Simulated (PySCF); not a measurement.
C₃H₄ClFSi, SMILES C#C[Si@H](Cl)CF. Heavy atoms are numbered as in [CH:1]#[C:2][Si@H:3]([Cl:4])[CH2:5][F:6]. Hydrogens are named by the atom that carries them.

The structure is a stationary point at PBE-D3(BJ)/def2-SVP. The structure was generated by enumeration; whether it is a known compound was not checked. Other conformers were not sampled.

Level of theory: M06-2X/def2-TZVP run with PySCF.

ESP charges are fitted to the potential on shells at 1.4 to 2.0 van der Waals radii. Atomic charges (e), one atom of each kind:

```
atom       Mulliken    IAO  ESP fit  Löwdin
---------  --------  -----  -------  ------
C1 (CH)       -0.17      …    -0.38   -0.06
C2            -0.20  -0.37     0.00   -0.21
Si3 (SiH)      0.47      …     0.22    0.04
Cl4           -0.23  -0.33    -0.15    0.22
C5 (CH2)      -0.15  -0.24    -0.05   -0.44
F6            -0.23      …    -0.19    0.07
H on C1        0.21   0.21     0.33    0.14
H on Si3       0.01  -0.11     0.02   -0.01
H on C5        0.15      …     0.11    0.13
```

Problem. Some entries are withheld; supply them. (Estimate from the structure and the level; the computed values follow.)

Solution. 
- C1 (CH), IAO: -0.15
- Si3 (SiH), IAO: 1.01
- F6, IAO: -0.33
- H on C5, IAO: 0.15

Problem. Give the Mayer and Wiberg (Löwdin basis) orders of the bonds. (The exact figures need the calculation; the answer reports its results.)

Solution. 
```tsv
bond	Mayer	Wiberg
C1–C2	2.96	2.99
C2–Si3	0.97	1.16
Si3–Cl4	1.15	1.75
Si3–C5	0.96	1.11
C5–F6	0.93	1.64
```
